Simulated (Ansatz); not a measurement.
Start from `CBC(C)Cl` and change one atom or group to get `BC(C)Cl`.

Ansatz, PBE0-D4/def2-TZVP geometries, multiplicity 1. Each molecule was computed in one conformer, which needn't be the lowest.

```csv
property,`CBC(C)Cl`
size of the dipole moment (ωB97M-V/def2-TZVPP) / D,1.74
LUMO energy (PBE0/def2-TZVPP) / eV,-0.45
HOMO–LUMO gap (PBE/def2-TZVPP) / eV,5.49
LUMO energy (B3LYP/def2-TZVPP) / eV,-0.70
HOMO energy (B3LYP/def2-TZVPP) / eV,-8.09
LUMO energy (ωB97M-V/def2-TZVPP) / eV,1.44
```

(1) What does the change do to each property? (Estimate.)

## Answers

(1) Computed: 
| property | `BC(C)Cl` | shift |
| --- | --- | --- |
| size of the dipole moment (ωB97M-V/def2-TZVPP) / D | 1.98 | 0.24 |
| LUMO energy (PBE0/def2-TZVPP) / eV | -0.36 | 0.09 |
| HOMO–LUMO gap (PBE/def2-TZVPP) / eV | 5.93 | 0.44 |
| LUMO energy (B3LYP/def2-TZVPP) / eV | -0.63 | 0.07 |
| HOMO energy (B3LYP/def2-TZVPP) / eV | -8.49 | -0.40 |
| LUMO energy (ωB97M-V/def2-TZVPP) / eV | 1.50 | 0.06 |

With PBE0 the HOMO falls by 0.42 eV and the LUMO rises by 0.09 eV, so the gap widens by about 0.51 eV. PBE moves the HOMO by -0.39 eV and ωB97M-V by -0.42 eV. Dipoles are sizes alone; their direction can turn.

B3LYP here is the variant with VWN-RPA as its local correlation; programs differ in this.
